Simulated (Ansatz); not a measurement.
Ansatz (a program for electronic structure) input (HF/6-31G* with LANL2DZ past Ar): The .json file joins the Basis Set Exchange's 6-31G* for atoms up to Ar and LANL2DZ past it.

Ansatz 0.2 input:
```yaml
crystal:
  periodic: [false, false, false]
  atoms:
    - {symbol: K, position_ang: [-0.00000000, -0.00000000, -0.96563690]}
    - {symbol: F, position_ang: [0.00000000, 0.00000000, 2.03856679]}
basis:
  gaussian:
    orbitals: 6-31Gs+LANL2DZ.json
hamiltonian:
  xc: {name: HF}
total_charge: 1
magnetization: {spin_polarized: true, initial_magnetization: 1}
relax: {f_tol: 0.003, max_steps: 120}
```

Output:

```
WARN ansatz: RAYON_NUM_THREADS=1 ignored (pool sized by the plan → 1); use --threads N
Functional definition: HF
integrals: 0.00 GiB planned
318 factors; integrals over basis functions are off by at most 8.6e-5 eV
mean field: 0.05 GiB planned
mean field evaluation 1: about -3440.0952 eV, gradient 5.5e1 eV
mean field evaluation 2: about -3440.1003 eV, gradient 5.5e1 eV
mean field evaluation 4: about -3457.5948 eV, gradient 4.7e0 eV
mean field evaluation 8: about -3457.7173 eV, gradient 3.5e-5 eV
mean field evaluation 16: about -3457.7803 eV, gradient 2.1e0 eV
mean field evaluation 32: about -3457.6954 eV, gradient 2.7e0 eV
mean field evaluation 64: about -3439.3834 eV, gradient 1.3e1 eV
mean field evaluation 96: about -3457.7126 eV, gradient 8.8e-1 eV
mean field -3457.86772044 eV, -127.0742948993 hartree, gradient 1.8e-6 eV, S^2 0.752818; 3 other end points of the search recorded, 0 dependent functions left out
the calculation of the forces begins
reference -3457.86772044 eV, -127.0742948993 hartree; 9, 8 occupied and 18, 19 virtual orbitals, 318 factors
relax step   1: F+E_penalty+E_count = -3457.86772044 eV  Δ(F+E_penalty+E_count) = +0.000e0 eV  max|allowed force component| = 1.103e-2 eV/Å  Δτ_max = 0.0000 Å  (175 SCF iters, accepted)
these checks for a lower state are left out or cut short: starts, cluster_reference, orbital_swaps, neighbouring_geometries, increment
integrals: 0.00 GiB planned
318 factors; integrals over basis functions are off by at most 8.6e-5 eV
mean field: 0.05 GiB planned
mean field -3457.86776492 eV, -127.0742965339 hartree, gradient 3.2e-6 eV, S^2 0.752818; 0 other end points of the search recorded, 0 dependent functions left out
the calculation of the forces begins
reference -3457.86776492 eV, -127.0742965339 hartree; 9, 8 occupied and 18, 19 virtual orbitals, 318 factors
relax step   2: F+E_penalty+E_count = -3457.86776492 eV  Δ(F+E_penalty+E_count) = -4.448e-5 eV  max|allowed force component| = 9.536e-3 eV/Å  Δτ_max = 0.0022 Å  (28 SCF iters, accepted)
these checks for a lower state are left out or cut short: starts, cluster_reference, orbital_swaps, neighbouring_geometries, increment
integrals: 0.00 GiB planned
318 factors; integrals over basis functions are off by at most 8.5e-5 eV
mean field: 0.05 GiB planned
mean field evaluation 128: about -3457.8679 eV, gradient 3.1e-6 eV
mean field -3457.86790342 eV, -127.0743016238 hartree, gradient 3.1e-6 eV, S^2 0.752819; 0 other end points of the search recorded, 0 dependent functions left out
the calculation of the forces begins
reference -3457.86790342 eV, -127.0743016238 hartree; 9, 8 occupied and 18, 19 virtual orbitals, 318 factors
relax step   3: F+E_penalty+E_count = -3457.86790342 eV  Δ(F+E_penalty+E_count) = -1.385e-4 eV  max|allowed force component| = 7.012e-4 eV/Å  Δτ_max = 0.0138 Å  (32 SCF iters, accepted)
integrals: 0.00 GiB planned
318 factors; integrals over basis functions are off by at most 8.5e-5 eV
mean field: 0.05 GiB planned
mean field evaluation 160: about -3457.7911 eV, gradient 1.1e0 eV
mean field evaluation 192: about -3439.8248 eV, gradient 1.3e1 eV
mean field evaluation 224: about -3457.7200 eV, gradient 3.2e-2 eV
mean field -3457.86790342 eV, -127.0743016238 hartree, gradient 3.1e-6 eV, S^2 0.752819; 4 other end points of the search recorded, 0 dependent functions left out
the calculation of the forces begins
reference -3457.86790342 eV, -127.0743016238 hartree; 9, 8 occupied and 18, 19 virtual orbitals, 318 factors
Total energy: -3457.86790342 eV, -127.0743016238 hartree
Atom 0 at    -0.000000     0.000000    -0.981594 Å, force    -0.000000    -0.000000    -0.000701 eV/Å
Atom 1 at     0.000000    -0.000000     2.054524 Å, force     0.000000    -0.000000     0.000701 eV/Å
Dipole moment:    -0.000000    -0.000000    -0.936856 e Å
```

The dipole moment of an ion depends on the origin.
